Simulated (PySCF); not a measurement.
**RbCl: from constants to spectrum**

RHF-CCSD(T) constants of RbCl, ¹Σ⁺ (singlet), closed shell (Rb x2c-TZVPPall, Cl x2c-TZVPPall; spin-free X2C with a Gaussian nucleus (PySCF 2.14); masses 84.9118 and 34.9689 u):

* ωe: 239.9 cm⁻¹
* ωexe: 0.901 cm⁻¹
* Be: 0.087989 cm⁻¹
* αe: 0.000452 cm⁻¹
* De to Rb + Cl: 4.17 eV

Question: What force constant and bond length do these constants imply?

Answer: Reduced mass μred = 24.769 u; k = 5.8918×10⁻⁷·μred·ωe² (u, cm⁻¹, mdyn/Å) = 0.840 mdyn/Å; Re = √(16.8576/(μred·Be)) (u, cm⁻¹, Å) = 2.781 Å.

Question: Estimate the centrifugal constant D from the Kratzer relation and find the Dunham coefficient a1.

Answer: D = 4Be³/ωe² = 4.73e-08 cm⁻¹; a1 = −1 − αeωe/(6Be²) = -3.33.

Correlated steps freeze 14 core orbitals. Where the molecule has an RHF reference, its open-shell atoms are computed with UHF.
